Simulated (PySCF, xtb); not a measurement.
C2H7OSi, SMILES C[SiH](C)[O] (connectivity only; charge and spin as stated), charge -1, multiplicity 1.

GFN2-xTB (xtb 6.7.1) at its own geometry gives an orbital gap of 7.54 eV.

Geometry: B3LYP-D3(BJ)/def2-SVPD. The multiplicity is an assumed one; no other spin state was optimised. The isomer is the one that the SMILES or the coordinates give; other isomers of the formula were not compared.

Task: What does PySCF with CAM-B3LYP/def2-SVPD give? (The exact figures need the calculation; the answer reports its results.)

Result: gap 7.70 eV (levels -2.66 and 5.04 eV).
